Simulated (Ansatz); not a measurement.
A nudged elastic band was laid between two geometries of CH3AlCl2 + H4Si (12 atoms, charge 0, multiplicity 1).

All numbers below come from RKS PBE0/STO-3G (Ansatz).

```
movable images  : 5
climbing image  : yes
spring          : 5.0 eV/Å²
optimiser       : quadratic models (default)
start path      : through a guess of the saddle point
force threshold : 0.03 eV/Å
iteration limit : 60
end points      : relaxed
```

Image 0:

```xyz
12
Properties=species:S:1:pos:R:3
Al 0.342 1.165 0.656
Cl -0.988 2.620 -0.017
C 1.873 0.702 -0.358
Cl 0.245 0.744 2.694
H -0.752 -0.338 0.112
Si -1.644 -1.447 -0.263
H 2.269 -0.277 -0.072
H 2.675 1.433 -0.206
H 1.658 0.677 -1.431
H -2.869 -1.270 0.475
H -0.962 -2.664 0.097
H -1.847 -1.347 -1.687
```

Image 6:

```xyz
12
Properties=species:S:1:pos:R:3
Al 0.042 0.207 0.131
Cl -1.023 2.243 0.184
C 1.804 0.501 -0.520
Cl 0.054 0.616 2.392
H -0.640 1.808 1.643
Si -1.437 -1.463 -0.367
H 2.441 -0.373 -0.353
H 2.293 1.354 -0.041
H 1.802 0.693 -1.598
H -2.750 -1.234 0.187
H -0.983 -2.738 0.137
H -1.602 -1.615 -1.795
```

Q: What changes between the two ends?

A: Bonds broken: H5–Si6. Bonds formed: Al1–Si6. CH3AlCl2 + H4Si becomes CH7AlCl2Si.

Q: What energy profile does the band end with?

A: It converged. The highest image is number 3 of 0 to 6, 53.3 kcal/mol above the first end and 21.7 kcal/mol above the last; the last end lies 31.7 kcal/mol above the first. Neighbouring images differ by up to 2.0 eV, so the band resolves the path poorly. A vibrational analysis at the climbing image gives one clearly imaginary mode, 472i cm⁻¹: a first-order saddle point. The orbitals stay closed-shell, which can raise the energy where a bond breaks towards radicals; this wasn't checked here. Limits of this set-up: minimal basis.

| image | path coordinate (Å) | energy (kcal/mol) | H5–Si6 (Å) | Al1–Si6 (Å) |
| --- | --- | --- | --- | --- |
| 0 | 0.00 | 0.0 | 1.47 | 3.41 |
| 1 | 1.20 | 0.0 | 1.47 | 3.41 |
| 2 | 2.40 | 6.8 | 1.48 | 3.09 |
| 3 | 3.60 | 53.3 | 1.96 | 2.37 |
| 4 | 4.97 | 46.1 | 3.25 | 2.29 |
| 5 | 6.33 | 44.4 | 3.96 | 2.29 |
| 6 | 7.69 | 31.7 | 3.92 | 2.29 |

Q: What is the geometry of the highest image?

A: 
```xyz
12
Properties=species:S:1:pos:R:3
Al 0.335 0.291 0.631
Cl -1.169 2.123 0.264
C 1.819 0.626 -0.504
Cl 0.584 0.253 2.706
H -1.569 0.729 0.031
Si -1.344 -1.216 -0.102
H 2.513 -0.221 -0.504
H 2.383 1.505 -0.178
H 1.515 0.797 -1.541
H -2.721 -0.824 -0.364
H -1.451 -2.251 0.900
H -0.896 -1.813 -1.339
```

Time of the run: 6.4 min on 1 thread of Arm Neoverse V2, on a shared host, peak memory 0.13 GiB.
